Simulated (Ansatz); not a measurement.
Cost and result up the ladder for S-phenylthianthrenium bistriflimide (C20H13F6NO4S4) (48 atoms). Total charge 0; singlet. Geometry: PBE-D4/def2-SVP.

Ansatz on 2 threads of AMD EPYC 7R13 on a shared host and a share (18 GiB) of an NVIDIA H100 80GB HBM3. Times are rough, and most runs start from the orbitals of an earlier one. ωB97M-V/def2-SVP serves as the yardstick here, not as an exact answer. Differences are given only for rows in sets of like size (and for xTB, whose basis is part of the method), since another set adds its own error. Binding counts from free atoms at the same level (O triplet, S triplet, N quartet, C triplet, F doublet, H doublet; other spins of the atoms weren't run), without zero-point energy or a counterpoise term.

LC-ωPBE has ω = 0.4 bohr⁻¹. B3LYP takes the VWN-RPA correlation. Correlated methods freeze 51 core orbitals. The rows differ in basis, and correlated rows in double-zeta sets carry the largest basis error. Single mean-field runs in def2-SVP, def2-mTZVP are fitted with def2-universal-jkfit.

Run but left out: HF/STO-3G, HF/6-31G (restricted singlet, unstable in another Hartree–Fock run and untested here).

Correlated methods converge slowly with the basis, most of all in double-zeta sets.

```tsv
level	functions	wall time	binding energy per atom (eV)	difference from ωB97M-V/def2-SVP (eV)	remarks
r2SCAN-D4/def2-mTZVP	736	9.5 s	4.73	–	–
LC-ωPBE/def2-SVP	571	10 s	4.78	-0.06	–
revPBE-D4/def2-SVP	571	11 s	4.92	0.08	–
B3LYP-D4/6-31G	357	12 s	4.24	–	–
PBE-D4/def2-SVP	571	13 s	5.07	0.24	–
r2SCAN-D4/def2-SVP	571	14 s	4.84	0.01	–
MP2/def2-SVP	571	20 s	4.65	-0.19	restricted SCF unstable
PBE0-D4/def2-SVP (with forces)	571	22 s	4.88	0.04	–
ωB97M-V/def2-SVP (with forces)	571	22 s	4.84	0.00	–
```
